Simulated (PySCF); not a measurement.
The numbers are results of PBE0-D4/def2-TZVP in PySCF, not measurements. Gas-phase values, no solvent. One relaxed conformer stands for a flexible species; it need not be the lowest. Excitations are Tamm–Dancoff values on a coarser integration grid. The basis has no diffuse functions, so Rydberg states are missing or too high.

Reference species (SMILES): `N(B=N)B` (neutral, multiplicity 1).

The T1 excitation (TDA) comes out as 5.31 eV and the HOMO is -7.78 eV.

Changed species: `N=BBN`.

Task: Predict the effect on the T1 excitation (TDA) and HOMO.

Result: the T1 excitation (TDA) drops by 0.51 eV, to 4.80 eV; the HOMO drops by 0.25 eV, to -8.03 eV.
